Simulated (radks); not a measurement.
Question: These are the eigenvalues of the occupied orbitals of an atom or ion with whole-number occupations (hartree). Calculated with a radial shooting solver on a logarithmic mesh with Libxc functionals: Dirac Kohn-Sham, Slater X-alpha with alpha = 0.667, spin-unpolarised, spherical densities, finite nucleus; Fermi nuclear charge, rms radius of each element as measured or else 0.836 A^(1/3) + 0.57 fm.

orbital  eigenvalue
1s1/2     -1314.068
2s1/2     -206.9539
2p1/2     -194.8600
2p3/2     -181.9320
3s1/2     -43.82192
3p1/2     -38.75777
3p3/2     -36.28170
3d3/2     -27.34487
3d5/2     -26.81860
4s1/2      -9.09025
4p1/2      -7.27151
4p3/2      -6.76140
4d3/2      -3.79729
4d5/2      -3.71252
5s1/2      -1.93784
5p1/2      -1.45919
5p3/2      -1.38529

Which element is it, and in what charge state? The configuration may be excited. Open shells, if any, are shared by 2j + 1.

Answer: Z = 55, caesium, charge +3: Cs3+ in [Kr] 4d10 5s2 5p4. The list shows which subshells hold electrons but not how many an open one holds; the 1s level, -1314.1 hartree, gives Z - s = 51.3 by -(Z - s)^2/2, which with screening and relativity narrows Z to a few neighbours, and the depths of the outer levels then fix element, charge and occupations together.
